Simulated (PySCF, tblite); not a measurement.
Isomers of CH10N2OSi3. Level: GFN2-xTB in tblite, geometry and Hessian alike; calculated harmonic values, unscaled, isolated species. The method is semi-empirical: single wavenumbers can be off by several per cent or more. Modes of hydrogen on silicon can be 10 to 20 % off. One conformer each.

Electronic energies: PBE0/pcSseg-1 single points on the GFN2-xTB geometries (PySCF, gas phase).

```
                     SMILES  electronic energy, lowest = 0 (kcal/mol)
C[Si@@H]1N[Si@H](O)N[SiH2]1                                       0.0
    C=NN[SiH2][SiH2]O[SiH3]                                      91.8
  N[SiH2][SiH2][SiH2]C(N)=O                                      81.4
```

**Question.** How do GFN2-xTB zero-point energies change the relative energies?

**Answer.** 
| SMILES | ZPE (kcal/mol) | of it from modes above 1550 cm⁻¹ | electronic (kcal/mol) | with ZPE, lowest = 0 (kcal/mol) | lowest mode (cm⁻¹) | rings |
| --- | --- | --- | --- | --- | --- | --- |
| C[Si@@H]1N[Si@H](O)N[SiH2]1 | 72.4 | 40.6 | 0.0 | 0.0 | 59 | 1 |
| N[SiH2][SiH2][SiH2]C(N)=O | 68.6 | 40.5 | 81.4 | 77.6 | 26 | 0 |
| C=NN[SiH2][SiH2]O[SiH3] | 66.5 | 37.7 | 91.8 | 85.8 | 9i | 0 |

The zero-point energies span 5.9 kcal/mol, from `C=NN[SiH2][SiH2]O[SiH3]` to `C[Si@@H]1N[Si@H](O)N[SiH2]1`. Slightly imaginary modes are left out of the zero-point energy: `C=NN[SiH2][SiH2]O[SiH3]` 8.9i cm⁻¹. The order is unchanged.

**Question.** And how do the electronic energies of GFN2-xTB itself compare?

**Answer.** `C[Si@@H]1N[Si@H](O)N[SiH2]1` 0.0; `N[SiH2][SiH2][SiH2]C(N)=O` 89.0; `C=NN[SiH2][SiH2]O[SiH3]` 27.3 kcal/mol, lowest = 0. Against the energies above, taken from the same isomer `C[Si@@H]1N[Si@H](O)N[SiH2]1`, the largest difference is 64.5 kcal/mol.
